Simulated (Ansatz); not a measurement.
Relaxation of a periodic cell of 17 atoms, K16H (host K, host structure bcc, interstitial H), to a largest force component of 0.03 eV/Å in at most 60 steps.

Level of theory: Ansatz 0.2.0, DFT PBE, scalar-relativistic, plane waves, PAW. Settings: cutoff 420 eV, k mesh 2x2x2, gaussian smearing 0.05 eV, no spin polarisation.

```xyz
17
Lattice="10.4600 0.0000 0.0000 0.0000 10.4600 0.0000 0.0000 0.0000 10.4600" Properties=species:S:1:pos:R:3
K 0.000 0.000 0.000
K 5.230 0.000 0.000
K 0.000 5.230 0.000
K 0.000 0.000 5.230
K 2.615 2.615 2.615
K 5.230 5.230 0.000
K 5.230 0.000 5.230
K 7.845 2.615 2.615
K 0.000 5.230 5.230
K 2.615 7.845 2.615
K 2.615 2.615 7.845
K 5.230 5.230 5.230
K 7.845 7.845 2.615
K 7.845 2.615 7.845
K 2.615 7.845 7.845
K 7.845 7.845 7.845
H 5.263 3.885 2.643
```

Problem. Where does it end, and by what steps?

Solution. The forces met the threshold. The force dipped under the threshold on the way, but the program's further checks kept it going. Limits of this set-up: coarse k mesh, odd electron count without spin, a small cell, in which the defect meets its images. After 7 steps the energy has fallen by 0.148 eV; K8 moved furthest, 0.36 Å.

```tsv
step	energy less start (eV)	largest force component (eV/Å)	accepted
0	0.0000	0.204	yes
1	-0.0485	0.169	yes
2	-0.1248	0.021	yes
3	-0.1248	0.021	yes
4	-0.1282	0.020	yes
5	-0.1434	0.050	yes
6	-0.1481	0.028	yes
7	-0.1481	0.028	yes
```

```xyz
17
Lattice="10.4600 0.0000 0.0000 0.0000 10.4600 0.0000 0.0000 0.0000 10.4600" Properties=species:S:1:pos:R:3
K 0.001 0.189 -0.117
K 5.228 -0.232 -0.150
K 0.007 5.108 0.173
K 0.001 0.190 5.350
K 2.963 2.560 2.617
K 5.233 5.278 0.347
K 5.228 -0.232 5.382
K 7.493 2.562 2.617
K 0.007 5.107 5.060
K 2.464 8.076 2.616
K 2.788 2.732 7.848
K 5.232 5.276 4.883
K 7.990 8.071 2.616
K 7.674 2.734 7.848
K 2.504 7.647 7.846
K 7.958 7.646 7.846
H 5.253 3.934 2.619
```

The run took 49 s on 4 threads of Intel(R) Xeon(R) Platinum 8488C (Sapphire Rapids) (shared host), peak memory 2.4 GiB.
